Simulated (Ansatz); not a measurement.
Consider the cleavage of the Si–Ga bond: `[OH][GaH][SiH2][SeH]` + H₂Se → `[SeH][SiH2][SeH]` + `[OH][GaH2]`.

Calculated with Ansatz (gas phase, PBE0-D4/def2-TZVP geometries, no zero-point term in ΔE). CCSD(T)/CBS adds triple-zeta CCSD(T) − MP2 to the extrapolated MP2 energy (def2 sets, frozen cores). For Ga, Se outer-core shells are correlated without core-valence functions, which leaves a few kJ/mol of doubt a bond. Scalar relativity is left out up to krypton. Each species was taken in one conformer, which may not be the lowest.

`[OH][GaH][SiH2][SeH]`:

```xyz
9

O    -1.706    1.907   -0.136
Ga   -0.973    0.328   -0.561
Si    1.293    0.023    0.158
Se    1.276   -1.807    1.549
H    -2.632    1.985   -0.376
H    -1.900   -0.724   -1.272
H     1.789    1.120    1.027
H     2.259   -0.170   -0.958
H     0.595   -2.662    0.568
```

H₂Se:

Cartesian coordinates in Å:
```
Se 0.612 -0.296 -0.080
H 0.148 1.092 0.025
H -0.760 -0.796 0.055
```

`[SeH][SiH2][SeH]`:

Z-matrix (Å, degrees):
```
Si
Se 1 2.274
Se 1 2.274 2 114.3
H 1 1.483 2 112.6 3 117.8
H 1 1.483 2 103.5 3 -122.8
H 2 1.469 1 92.9 3 -55.4
H 3 1.469 1 92.9 2 -55.5
```

`[OH][GaH2]`:

Cartesian coordinates in Å:
```
O 0.632 -1.108 -0.030
Ga -0.043 0.546 0.044
H -0.026 -1.793 -0.164
H -1.592 0.702 -0.113
H 1.029 1.653 0.262
```

```csv
species,CCSD(T)/CBS(def2) energy (Eh)
`[OH][GaH][SiH2][SeH]`,-4691.95678
H₂Se,-2401.89790
`[SeH][SiH2][SeH]`,-5092.94208
`[OH][GaH2]`,-2000.92981
```

Q: Work out ΔE.

A: ΔE = (-5092.94208) + (-2000.92981) − (-4691.95678) − (-2401.89790) = -0.01721 Eh = -10.8 kcal/mol.

Q: What do rigid-rotor, harmonic-oscillator terms from PBE0-D4/def2-TZVP frequencies (298.15 K, 1 bar) make of the CCSD(T)/CBS value? (Estimate.)

A: Ansatz gave: ΔZPE = +0.7 kcal/mol, ΔH = -10.9 kcal/mol, ΔS = -13 J/(mol·K), ΔG = -10.0 kcal/mol. Modes under 50 cm⁻¹ make the entropy rough.

Largest T1 diagnostic among the species: 0.015.

From PBE to PBE0 (25 % exact exchange), in def2-TZVPP and without D4, ΔE moves by −1.0 kcal/mol. Leaving LDA and LC-ωPBE aside and taking each functional with its dispersion term where it has one, the values, not all of them listed here, spread over 2.5 kcal/mol, from PBE-QIDH to PBE-D4.
